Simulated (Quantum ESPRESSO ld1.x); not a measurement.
Values are calculated unless marked as measured or tabulated.
Neutral chlorine, 17 electrons, occupied as [Ne] 3p5 4p2 (not the ground configuration). Level of theory: scalar-relativistic Kohn-Sham, LDA (Slater exchange, Perdew-Wang correlation), spin-polarised, spherical densities, point nucleus; open shells are filled with parallel spins first (ld1.x of Quantum ESPRESSO 7.5).

Unscreened Slater integrals over Kohn-Sham orbitals (cm^-1). They are taken over the spin-up orbitals. Empty in this configuration: 3d, 3s.

\begin{tabular}{lr}
integral & value \\ \hline
F0(4p,4p) & 36872 \\
F2(4p,4p) & 19617 \\
F0(4p,3d) & 45801 \\
F2(4p,3d) & 13574 \\
G1(4p,3d) & 7959.3 \\
G3(4p,3d) & 6077.3 \\
F0(4p,3p) & 47878 \\
F2(4p,3p) & 9294.0 \\
G0(4p,3p) & 2363.6 \\
G2(4p,3p) & 2758.2 \\
F0(4p,3s) & 48299 \\
G1(4p,3s) & 3082.0 \\
F0(3d,3d) & 84509 \\
F2(3d,3d) & 38822 \\
F4(3d,3d) & 24107 \\
F0(3d,3p) & 99766 \\
F2(3d,3p) & 45561 \\
G1(3d,3p) & 56614 \\
G3(3d,3p) & 33643 \\
F0(3d,3s) & 103390 \\
G2(3d,3s) & 41226 \\
F0(3p,3p) & 124160 \\
F2(3p,3p) & 62604 \\
F0(3p,3s) & 130430 \\
G1(3p,3s) & 86583 \\
F0(3s,3s) & 137740 \\
\end{tabular}

Derived for the open shells (J is the average intra-shell exchange parameter used in DFT+U). 3p: J = F2/5 = 12520 cm^-1. 4p: J = F2/5 = 3923 cm^-1; in LS coupling 1D lies 6 F2/25 = 4708 cm^-1 above 3P.
